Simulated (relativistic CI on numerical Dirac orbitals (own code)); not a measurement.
Ho7+: computed level list

Computed by Dirac-Coulomb-Breit CI, KLI orbitals optimised for each configuration, model QED (radiative potential, 1s self-energy scaled to tabulated hydrogen-like ionisation energies), unscaled Slater integrals (own radial code, finite nucleus).

CI space (outside the closed core [Kr] 4d10): 4f9 5s2 5p3, 4f11 5s2 5p, 4f8 5s 5p5, 4f11 5p3, 4f11 5s 5p2. The list is cut by size and lacks configurations that can hold low levels.

```
No.      Configuration  Term   J  E (cm⁻¹)   %  Lifetime (s)        jj configuration (%)
  1  4f9(6H°) 5p3(4S°)    9H   9       0.0  69                4f5/2^5 4f7/2^4 5p3/2 (32)
  2  4f9(6H°) 5p3(4S°)    9H   8       7.9  57      4.66e+07  4f5/2^5 4f7/2^4 5p3/2 (38)
  3  4f9(6H°) 5p3(4S°)    9H   7    2219.1  57      1.07e+00  4f5/2^5 4f7/2^4 5p3/2 (34)
  4  4f9(6H°) 5p3(4S°)    9H   6    4608.9  58      5.61e-01  4f5/2^4 4f7/2^5 5p3/2 (39)
  5  4f9(6H°) 5p3(4S°)    9H   5    6935.8  60      4.62e-01  4f5/2^4 4f7/2^5 5p3/2 (30)
  6  4f9(6H°) 5p3(4S°)    9H   4    9093.3  63      4.76e-01  4f5/2^4 4f7/2^5 5p3/2 (26)
  7  4f9(6F°) 5p3(4S°)    9F   7    9136.2  59      2.12e-01  4f5/2^5 4f7/2^4 5p3/2 (31)
  8  4f9(6H°) 5p3(4S°)    9H   3   10951.3  65      6.48e-01  4f5/2^4 4f7/2^5 5p3/2 (28)
  9  4f9(6F°) 5p3(4S°)    9F   6   10970.2  57      3.42e-01  4f5/2^5 4f7/2^4 5p3/2 (29)
 10  4f9(6H°) 5p3(4S°)    9H   2   12452.1  68      1.12e+00  4f5/2^4 4f7/2^5 5p3/2 (24)
 11  4f9(6F°) 5p3(4S°)    9F   5   12987.6  59      5.01e-01  4f5/2^4 4f7/2^5 5p3/2 (28)
 12  4f9(6H°) 5p3(4S°)    9H   1   13498.9  70      3.30e+00  4f5/2^4 4f7/2^5 5p3/2 (24)
 13  4f9(6F°) 5p3(4S°)    9F   4   14499.1  61      9.67e-01  4f5/2^4 4f7/2^5 5p3/2 (32)
 14  4f9(6F°) 5p3(4S°)    9F   3   15541.0  61      1.99e+00  4f5/2^4 4f7/2^5 5p3/2 (33)
 15  4f9(6F°) 5p3(4S°)    9F   2   16279.0  62      4.42e+00  4f5/2^4 4f7/2^5 5p3/2 (33)
 16  4f9(6H°) 5p3(4S°)    7H   8   16642.4  49      1.16e-02  4f5/2^5 4f7/2^4 5p3/2 (40)
 17  4f9(6F°) 5p3(4S°)    9F   1   16646.3  62      1.47e+01  4f5/2^4 4f7/2^5 5p3/2 (27)
 18  4f9(6H°) 5p3(2P°)    7G   7   21741.9  31      1.66e-02  4f5/2^5 4f7/2^4 5p3/2 (31)
 19  4f9(6H°) 5p3(4S°)    7H   6   25482.9  21      1.80e-02  4f5/2^5 4f7/2^4 5p3/2 (37)
 20  4f9(6H°) 5p3(4S°)    7H   7   26039.4  27      2.15e-02  4f5/2^5 4f7/2^4 5p3/2 (37)
 21  4f9(6H°) 5p3(2D°)    7F   6   27249.3  20      1.86e-02  4f5/2^4 4f7/2^5 5p3/2 (32)
 22  4f9(6H°) 5p3(4S°)    7H   5   27925.2  24      2.09e-02  4f5/2^4 4f7/2^5 5p3/2 (41)
 23  4f9(4F°) 5p3(2P°)    5F   5   29495.9  23      3.84e-02  4f5/2^5 4f7/2^4 5p3/2 (34)
 24  4f9(6F°) 5p3(4S°)    7F   6   30285.1  46      5.97e-02  4f5/2^5 4f7/2^4 5p3/2 (34)
 25  4f9(6H°) 5p3(4S°)    7H   4   30300.2  30      2.37e-02  4f5/2^4 4f7/2^5 5p3/2 (29)
 26  4f9(6F°) 5p3(4S°)    7F   5   31396.1  22      3.74e-02  4f5/2^5 4f7/2^4 5p3/2 (36)
 27  4f9(6H°) 5p3(4S°)    7H   3   32031.5  39      3.22e-02  4f5/2^4 4f7/2^5 5p3/2 (34)
 28  4f9(6H°) 5p3(4S°)    5H   4   32037.2  20      6.49e-02  4f5/2^4 4f7/2^5 5p3/2 (42)
 29  4f9(6H°) 5p3(2P°)    5I   6   33009.1  21      3.14e-02  4f5/2^4 4f7/2^5 5p3/2 (37)
 30  4f9(6H°) 5p3(4S°)    7H   2   33279.5  66      3.17e-02  4f5/2^4 4f7/2^5 5p3/2 (36)
 31  4f9(6H°) 5p3(2P°)    5G   5   33349.6  20      3.44e-02  4f5/2^5 4f7/2^4 5p3/2 (49)
 32  4f9(6H°) 5p3(4S°)    5H   3   33626.3  26      9.18e-02  4f5/2^5 4f7/2^4 5p3/2 (39)
 33  4f9(6H°) 5p3(4S°)    7H   4   33760.3  22      2.68e-02  4f5/2^4 4f7/2^5 5p3/2 (39)
 34  4f9(4G°) 5p3(2P°)    5G   6   34582.4  25      1.13e-02          4f7/2^3 5p3/2 (33)
 35  4f9(6F°) 5p3(4S°)    7F   3   34748.8  13      3.04e-02  4f5/2^4 4f7/2^5 5p3/2 (29)
 36  4f9(4I°) 5p3(4S°)    7I   8   35257.3  28      8.38e-03          4f7/2^3 5p3/2 (39)
 37  4f9(4I°) 5p3(4S°)    7I   9   35452.8  39      6.17e-03          4f7/2^3 5p3/2 (49)
 38  4f9(4I°) 5p3(4S°)    7I   7   36512.6  25      1.14e-02  4f5/2^5 4f7/2^4 5p3/2 (33)
 39  4f9(6F°) 5p3(4S°)    7F   3   36584.1  27      1.55e-02  4f5/2^4 4f7/2^5 5p3/2 (32)
 40  4f9(4M°) 5p3(4S°)    7M  12   36673.9  56                4f5/2^5 4f7/2^4 5p3/2 (54)
 41  4f9(6F°) 5p3(4S°)    5F   4   36794.1  18      9.11e-02  4f5/2^5 4f7/2^4 5p3/2 (50)
 42  4f9(6H°) 5p3(2D°)    7K   5   36920.0  26      6.70e-02  4f5/2^4 4f7/2^5 5p3/2 (35)
 43  4f9(6F°) 5p3(4S°)    7F   2   37557.5  56      1.87e-02  4f5/2^4 4f7/2^5 5p3/2 (29)
 44  4f9(6F°) 5p3(2P°)    5F   4   37742.3  21      1.13e-02  4f5/2^5 4f7/2^4 5p3/2 (34)
 45  4f9(4G°) 5p3(4S°)    7G   7   38481.5  43      6.93e-03  4f5/2^5 4f7/2^4 5p3/2 (35)
```

Energies count from the lowest computed level; lifetimes are radiative, by E1, M1, E2 decay to levels of this space only; some are left blank where a channel outside the calculation adds to the decay or the decay crosses a small, uncertain gap. Percentages are summed over parent terms; the parents shown are those of the largest component, closed shells are left out there. Filled j subshells are mostly left out of the jj labels.

The mean weight of the leading LS term, summed over parents, in these 45 levels is 42 %, and that of the leading jj configuration (from the same eigenvectors) 35 %.

At this charge configurations can still be misplaced by up to about 7 % of their energy. Terms inside the open d or f shell come out 10 to 20 % too wide with unscaled integrals. Levels and lines within the n = 5 or 6 shells can be off by up to 10 % or somewhat more, and those that change n by about 2 %, since core polarisation is missing.

LS names give the leading component of a level, which can be under half, so a name can repeat, a term be missing and a line seem to break the LS rules.
